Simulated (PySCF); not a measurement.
sulfur trioxide cation (O3S), SMILES O=S(=O)=O (connectivity only; charge and spin as stated), charge +1, multiplicity 2. Atoms are numbered in the order given.

```xyz
4

O      1.4189     0.0000     0.0000
S      0.0000     0.0000     0.0000
O     -0.7094    -1.2288     0.0000
O     -0.7094     1.2288     0.0000
```
Charge +1, spin multiplicity 2.

The structure is a stationary point at PBE0-D3(BJ)/def2-TZVP. A frequency run showed that this geometry is not a minimum. The spin state was assumed, not searched.

Level of theory: M06-2X/def2-TZVPD (PySCF).

Mulliken values depend strongly on the basis, most of all with diffuse functions as here. ESP charges are fitted to the potential on shells at 1.4 to 2.0 van der Waals radii. Atomic charges (e):

```tsv
atom	meta-Löwdin	Mulliken	ESP fit	Mulliken spin
O1	-0.41	-0.14	-0.04	0.41
S2	2.23	1.41	1.13	-0.22
O3	-0.41	-0.14	-0.04	0.41
O4	-0.41	-0.14	-0.04	0.41
```
